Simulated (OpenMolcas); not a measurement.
# GeSiH6O (SMILES [SiH3][O][GeH3]): the dipole moment, rung by rung

GeSiH6O: 9 atoms, total charge 0, spin state singlet. As SMILES, `[SiH3][O][GeH3]`. The coordinates come from a PBE0-D4/def2-TZVP relaxation.

```xyz
9

Si   -0.6866    1.0331   -0.9214
O     0.5927    0.2019   -0.3394
Ge    0.8098   -1.0495    0.9017
H    -1.6975    0.1132   -1.5145
H    -0.1958    1.9648   -1.9667
H    -1.3556    1.8108    0.1593
H     2.3108   -1.3556    0.9170
H    -0.0188   -2.2805    0.4984
H     0.3293   -0.4844    2.2487
```

Quantity: the dipole moment, in D. The values are calculated.

```
          level             kind     program  value (D)  CPU time
  BLYP/def2-SVP              GGA  OpenMolcas       1.23      36 s
   PBE/def2-SVP              GGA  OpenMolcas       1.23      36 s
 M06-L/def2-SVP         meta-GGA  OpenMolcas       1.30      44 s
  TPSS/def2-SVP         meta-GGA  OpenMolcas       1.23      47 s
 B3LYP/def2-SVP    global hybrid  OpenMolcas       1.29      39 s
 BHLYP/def2-SVP    global hybrid  OpenMolcas       1.36      37 s
M06-2X/def2-SVP  hybrid meta-GGA  OpenMolcas       1.29      42 s
  PBE0/def2-SVP    global hybrid  OpenMolcas       1.30      36 s
```

All-electron rows without a relativistic Hamiltonian named are non-relativistic. The values span 1.23 to 1.36 D. Magnitudes only. CPU times are rough (shared hosts, several kinds of processor): they show what a rung costs within a factor of a few.
